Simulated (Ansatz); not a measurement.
`[Cl][Ga@H-]1[F+][Ga@@H-]([Cl])[F+]1` at its PBE0-D4/def2-TZVP geometry, where that method's forces vanish. Total charge 0; spin multiplicity 1.

```json
{"atom": "Cl1", "x (Å)": "0.7195", "y (Å)": "2.0237", "z (Å)": "1.9280"}
{"atom": "Ga2", "x (Å)": "1.0682", "y (Å)": "1.0421", "z (Å)": "0.0802"}
{"atom": "F3", "x (Å)": "-0.6536", "y (Å)": "0.7561", "z (Å)": "-0.7411"}
{"atom": "Ga4", "x (Å)": "-0.9394", "y (Å)": "-1.1100", "z (Å)": "-0.3451"}
{"atom": "Cl5", "x (Å)": "-2.2862", "y (Å)": "-1.1983", "z (Å)": "1.2914"}
{"atom": "F6", "x (Å)": "0.8248", "y (Å)": "-0.8463", "z (Å)": "0.3893"}
{"atom": "H7", "x (Å)": "2.1560", "y (Å)": "1.2986", "z (Å)": "-0.9788"}
{"atom": "H8", "x (Å)": "-0.8894", "y (Å)": "-1.9660", "z (Å)": "-1.6239"}
```

Q: For each bond, give half the difference of the two atoms' forces along it (eV/Å; positive pushes the atoms apart) under PBE-D4, r2SCAN-D4, B3LYP-D4, ωB97M-V in def2-TZVPP. (An estimate is asked.)

A: The calculation gave: 
```json
{"bond": "Cl1–Ga2", "length (Å)": "2.121", "PBE-D4": "0.15", "r2SCAN-D4": "0.03", "B3LYP-D4": "0.21", "ωB97M-V": "0.06"}
{"bond": "Ga2–F3", "length (Å)": "1.929", "PBE-D4": "0.30", "r2SCAN-D4": "-0.01", "B3LYP-D4": "0.16", "ωB97M-V": "0.08"}
{"bond": "Ga2–F6", "length (Å)": "1.929", "PBE-D4": "0.30", "r2SCAN-D4": "-0.01", "B3LYP-D4": "0.16", "ωB97M-V": "0.08"}
{"bond": "Ga2–H7", "length (Å)": "1.540", "PBE-D4": "-0.11", "r2SCAN-D4": "-0.11", "B3LYP-D4": "-0.19", "ωB97M-V": "-0.19"}
{"bond": "F3–Ga4", "length (Å)": "1.929", "PBE-D4": "0.30", "r2SCAN-D4": "-0.01", "B3LYP-D4": "0.16", "ωB97M-V": "0.08"}
{"bond": "Ga4–Cl5", "length (Å)": "2.121", "PBE-D4": "0.15", "r2SCAN-D4": "0.03", "B3LYP-D4": "0.21", "ωB97M-V": "0.06"}
{"bond": "Ga4–F6", "length (Å)": "1.929", "PBE-D4": "0.30", "r2SCAN-D4": "-0.01", "B3LYP-D4": "0.16", "ωB97M-V": "0.08"}
{"bond": "Ga4–H8", "length (Å)": "1.540", "PBE-D4": "-0.11", "r2SCAN-D4": "-0.11", "B3LYP-D4": "-0.19", "ωB97M-V": "-0.19"}
```

B3LYP here is the variant with VWN-RPA as its local correlation; programs differ in this.

Results of the Gaussian-basis code of Ansatz.
